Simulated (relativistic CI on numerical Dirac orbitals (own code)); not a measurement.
**Calculated levels, Sm3+**

Computed by Dirac-Coulomb-Breit CI, orbitals from a KLI potential per configuration, model QED (radiative potential, 1s self-energy scaled to tabulated hydrogen-like ionisation energies), valence Slater integrals scaled by 0.7 (own radial code, finite nucleus).

Configurations in the expansion (outside the closed core [Xe]): 4f5.

The lowest level is 4f5 6H°_5/2, with 94 % of that term; Hund's rules for 4f5 give 6H° with J = 5/2, in agreement.

```tsv
No.	Configuration	Term	J	E (cm⁻¹)	%	Next component (%)	Landé g
1	4f5	6H°	5/2	0.0	94	6 4G°	0.302
2	4f5	6H°	7/2	1071.4	96	4 4G°	0.830
3	4f5	6H°	9/2	2289.3	97	2 4G°	1.070
4	4f5	6H°	11/2	3592.1	97	1 4I°	1.199
5	4f5	6H°	13/2	4935.8	96	3 4I°	1.275
6	4f5	6F°	1/2	5899.9	96	4 4D°	-0.641
7	4f5	6F°	3/2	6085.9	93	4 4D°	1.049
8	4f5	6H°	15/2	6282.5	93	7 4I°	1.323
9	4f5	6F°	5/2	6527.3	91	6 4F°	1.294
10	4f5	6F°	7/2	7419.6	92	5 4F°	1.384
11	4f5	6F°	9/2	8638.8	95	3 4F°	1.426
12	4f5	6F°	11/2	10042.6	96	4 4G°	1.448
13	4f5	4G°	5/2	14302.9	47	31 4F°	0.791
14	4f5	4F°	3/2	15030.9	94	4 6F°	0.435
15	4f5	4M°	15/2	15541.1	73	12 2L°	0.872
16	4f5	4G°	7/2	16417.9	58	29 4F°	1.073
17	4f5	4I°	9/2	16577.3	93	5 2H°	0.740
18	4f5	4I°	11/2	16938.2	64	32 4K°	0.907
19	4f5	4I°	13/2	17265.3	41	32 4K°	0.997
20	4f5	4M°	17/2	17364.5	85	8 4L°	0.983
21	4f5	4F°	5/2	18511.9	51	38 4G°	0.869
22	4f5	4I°	15/2	18553.1	44	22 4K°	1.099
23	4f5	4M°	19/2	18845.8	90	7 4L°	1.070
24	4f5	4G°	9/2	18957.6	72	19 4F°	1.188
25	4f5	4M°	21/2	19984.2	92	8 2N°	1.134
26	4f5	4L°	13/2	20157.2	61	36 4I°	0.917
27	4f5	4K°	11/2	20515.6	64	33 4I°	0.839
28	4f5	4D°	5/2	20527.7	31	30 4P°	1.480
29	4f5	4L°	15/2	20861.3	52	18 4I°	1.035
30	4f5	4F°	7/2	21070.0	56	31 4G°	1.150
31	4f5	4G°	11/2	21551.2	75	21 4H°	1.233
32	4f5	4D°	1/2	21697.4	54	43 2P°	0.268
33	4f5	4L°	17/2	21848.6	49	39 4K°	1.102
34	4f5	4K°	13/2	21983.6	61	15 2K°	0.960
35	4f5	6P°	3/2	22132.3	37	30 4D°	1.774
36	4f5	4F°	9/2	23103.1	60	17 4H°	1.227
37	4f5	4D°	7/2	23516.3	69	20 6P°	1.464
38	4f5	4K°	17/2	23582.0	37	31 2L°	1.098
39	4f5	4H°	7/2	23607.2	88	8 2G°	0.696
40	4f5	4K°	15/2	23789.2	56	32 4L°	1.050
41	4f5	4D°	3/2	24046.5	54	33 6P°	1.610
42	4f5	4L°	19/2	24363.6	83	9 2M°	1.141
43	4f5	4H°	9/2	24501.9	64	18 4G°	1.035
44	4f5	6P°	5/2	24606.8	54	27 4D°	1.602
45	4f5	4H°	11/2	24759.1	61	25 4G°	1.151
```

Energies count from the lowest computed level; ° marks odd parity.

The mean weight of the leading LS term, summed over parents, in these 45 levels is 71 %, and that of the leading jj configuration (from the same eigenvectors) 50 %, so LS coupling describes them better.

One configuration and one scale for all Slater integrals: terms of lower spin can come out thousands of cm⁻¹ low, and their order can be wrong.

Landé's interval rule says that E(J) − E(J−1) = AJ with one A. For the ground term the intervals give A = 306.1, 270.7, 236.9, 206.7, 179.6 cm⁻¹ for J = 7/2, 9/2, 11/2, 13/2, 15/2; the multiplet is regular.

LS names give the leading component of a level, which can be under half, so a name can repeat, a term be missing and a line seem to break the LS rules.
